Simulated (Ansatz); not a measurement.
(1) Predict a relaxed structure of the cluster Cu6Si⁺, charge 1, doublet, at PBE-D4/def2-SVP (Ansatz).

## Answers

(1) 
Cartesian coordinates in Å:
```
Si -1.0484 -1.3279 0.4483
Cu -1.2771 0.9645 0.1259
Cu 0.5994 -0.0571 1.4882
Cu 0.6306 2.3095 0.8634
Cu 1.0444 -1.7691 -0.3640
Cu -0.8677 -0.7281 -1.7521
Cu 0.9190 0.6082 -0.8097
```
Point group Cs (tolerance 0.1 Å). This is one stationary point.

The structure comes from a short search, and lower isomers may exist.
